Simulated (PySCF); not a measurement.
B(Cl)(GeH3)(OH) (BClGeH4O), SMILES O[B](Cl)[GeH3].

Geometry: PBE-D3(BJ)/def2-SVP. Other conformers were not sampled.

Two levels are set side by side: PBE/def2-TZVP (PySCF) and CAM-B3LYP/def2-TZVP (PySCF). Same geometry, gas phase. Differences are taken from unrounded values.

| quantity | CAM-B3LYP | PBE | PBE minus CAM-B3LYP |
|---|---|---|---|
| orbital gap (eV) | 9.82 | 5.17 | -4.65 |
| highest occupied level (eV) | -9.71 | -7.15 | 2.56 |
| lowest empty level (eV) | 0.11 | -1.98 | -2.08 |
| dipole moment (D) | 1.47 | 1.52 | 0.05 |
| mean polarisability (bohr³) | 61.8 | 65.2 | 3.4 |

Without exact exchange PBE keeps part of each electron's self-repulsion, which lifts occupied levels and narrows the gap. PBE's more diffuse valence density responds more strongly to a field. Differences between two approximate levels are no errors against the true value.

Rough cost on one machine, each run with all the roots and properties that it gave: CAM-B3LYP against PBE within a factor of 2.
